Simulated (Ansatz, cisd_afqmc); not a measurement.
System: Br2, charge 0, singlet. Br2 (molecular bromine, SMILES BrBr).
B3LYP-D3(BJ)/def2-TZVP minimum from Ansatz (a quantum-chemistry and plane-wave program):
```
Br
Br 1 2.3157
```

Total energies in cc-pVDZ, 14 correlated electrons, 28 frozen orbitals. Open shells are spin-unrestricted; no spin-orbit coupling. Cores are frozen in correlated methods (noble-gas shells, and filled d and f shells in the p block). No relativity. AFQMC/CISD: phaseless, guided by CISD from CCSD amplitudes; bars are statistical, one sigma. Outlying blocks are dropped, and bars are widened where a walk drifts. Over all cases where full CI ran beside it in this data, AFQMC minus full CI had a median of +0.1 mEh and passed +0.4 mEh in a tenth of the cases. Spin-orbit terms, left out, reach several kcal/mol for Br and I, and more for heavier atoms.

| method | program | energy (Eh) | minus CCSDTQ (mEh) |
|---|---|---|---|
| HF | Ansatz | -5144.75600 | 257.78 |
| MP2 | Ansatz | -5144.98511 | 28.67 |
| CCSD | Ansatz | -5145.00739 | 6.39 |
| CCSD(T) | Ansatz | -5145.01269 | 1.08 |
| CCSDT(Q) | Ansatz | -5145.01378 | 0.00 |
| CCSDTQ | Ansatz | -5145.01378 | 0.00 |
| AFQMC/CISD | cisd_afqmc | -5145.0136 ± 0.0002 | 0.1 ± 0.2 |

Rough core times of Ansatz's runs on a shared machine: CCSD(T) under 20 s, CCSDT(Q) under 20 s, CCSDTQ 2 min.
